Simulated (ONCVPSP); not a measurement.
Potentials for caesium (Cs) compared

Generated with ld1.x 7.5 (TM, RRKJ, ultrasoft, PAW), atompaw 4.2 or ONCVPSP 4.0.1. The cutoff is in Ry: for ld1.x and atompaw files where the sum of valence levels is converged to 10 mRy in a Bessel basis, for ONCV files where the hardest occupied wave has 1 mHa per electron of residual kinetic energy. The error is the largest all-electron minus pseudo excitation energy over each file’s own four to seven test configurations (ionisations up to +4, promotions, holes and added fractions of an electron), all of which were solved. The labels leave out finer settings (local radius, basis sizes, second energies), which also bear on the numbers. Spin-polarised tests are not counted. The rows are a selection from randomly drawn settings: files with unsolved tests, undetermined cutoffs or missed reference levels are left out.

| potential | cutoff (Ry) | largest error (meV) | bound ghosts |
| --- | --- | --- | --- |
| ONCV, PBE, scalar-relativistic, rc 3.15/2.40/2.75 (spd), local smoothed, core correction no, reference 5s2 5p6 6s1, qcut 3.4/5.2/3, projectors 2/3/2 | 18 | -255 | none |
| ONCV, PBE, scalar-relativistic, rc 3.35/1.95/3.00 (spd), local smoothed, core correction yes, reference 5s2 5p6 6s1, qcut 4.2/5/3, projectors 2/2/1 | 21 | -275 | none |
| ONCV, LDA (Perdew-Wang 92), scalar-relativistic, rc 3.12/3.92/3.46 (spd), local smoothed, core correction yes, reference 5s2 5p6 6s1, qcut 4.5/4.9/3.1, projectors 2/2/2 | 10 | -24 | none |
| ONCV, PBE, scalar-relativistic, rc 2.85/3.20/2.80 (spd), local smoothed, core correction yes, reference 5s2 5p6 6s0.75 6p0.25, qcut 5.2/4.5/4, projectors 3/2/1 | 15 | -0.9 | none |
| ONCV, PBE, scalar-relativistic, rc 3.25/1.95/3.30 (spd), local smoothed, core correction yes, reference 5s2 5p6 6s1, qcut 3.4/3.9/3.1, projectors 3/1/2 | 44 | +4.5 | none |
| ONCV, LDA (Perdew-Wang 92), fully relativistic, rc 3.00/2.80/2.80 (spd), local d, core correction yes, reference 5s2 5p6 6s1, qcut 4.5/4.6/3.3, projectors 2/2/0 | 14 | -25 | none |

Problem. Fill in the row for Cs: ONCV, revPBE, scalar-relativistic, rc 3.00/2.75/2.65 (spd), local smoothed, core correction no, reference 5s2 5p6 6s1, qcut 3/3.9/3.8, projectors 2/2/2.

Solution. cutoff 7 Ry, largest error -207 meV, bound ghosts: none.

Problem. Fill in the row for Cs: ONCV, PBE, fully relativistic, rc 2.95/3.10/2.60 (spd), local smoothed, core correction yes, reference 5s2 5p6 6s1, qcut 4.7/4.9/4.3, projectors 2/2/2.

Solution. cutoff 12 Ry, largest error -43 meV, bound ghosts: none.
